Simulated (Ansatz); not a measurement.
The same path of FGeH3O2 + H3Si (11 atoms, charge 0, multiplicity 2) was run 3 times with different band settings. Lost on the way: Ge1–H2. Made: H2–Si8.

All numbers below come from UKS PBE/def2-SVP (Ansatz).

Relaxed end points:

```xyz
11
Properties=species:S:1:pos:R:3
Ge -0.322 -0.075 -0.115
H -0.131 0.016 1.417
F 1.241 -0.372 -0.873
O -1.003 1.465 -0.675
H -1.352 1.370 -1.582
O -1.356 -1.401 -0.715
H -0.796 -2.116 -1.076
Si 0.161 0.131 4.357
H -0.568 -1.150 4.656
H 1.566 0.106 4.892
H -0.602 1.330 4.850
```

```xyz
11
Properties=species:S:1:pos:R:3
Ge -0.220 -0.031 -0.381
H 0.060 0.086 2.616
F 1.423 -0.260 -0.995
O -0.800 1.436 -1.248
H -1.774 1.497 -1.181
O -1.254 -1.393 -0.980
H -0.905 -2.254 -0.674
Si 0.076 0.063 4.125
H -0.687 -1.142 4.601
H 1.496 -0.011 4.608
H -0.578 1.313 4.643
```

Common settings: movable images 5; climbing image yes; spring 5.0 eV/Å²; force threshold 0.05 eV/Å; iteration limit 60; end points relaxed.

| run | optimiser | start path |
| --- | --- | --- |
| 1 | quadratic models (default) | through a guess of the saddle point |
| 2 | lbfgs | through a guess of the saddle point |
| 3 | quadratic models (default) | straight line |

(1) What does each run give, and how far can it be trusted?

Results:

(1) Run 1: converged after 16 iterations, highest image 0.011 eV above the first end. A vibrational analysis at the climbing image gives one clearly imaginary mode, 66i cm⁻¹, and a faint second one (19i cm⁻¹) that may be numerical noise or a soft torsion: probably a first-order saddle point.
Run 2: converged after 46 iterations, highest image 0.058 eV above the first end. The order of the point at the top wasn't checked. Another band between the same ends, with other settings, climbed to 0.011 eV only, so this may not be the lowest route.
Run 3: converged after 11 iterations, highest image 0.012 eV above the first end. Another band between the same ends (5 images) ends at a top of the same energy, where a vibrational analysis finds 1 clearly imaginary mode.
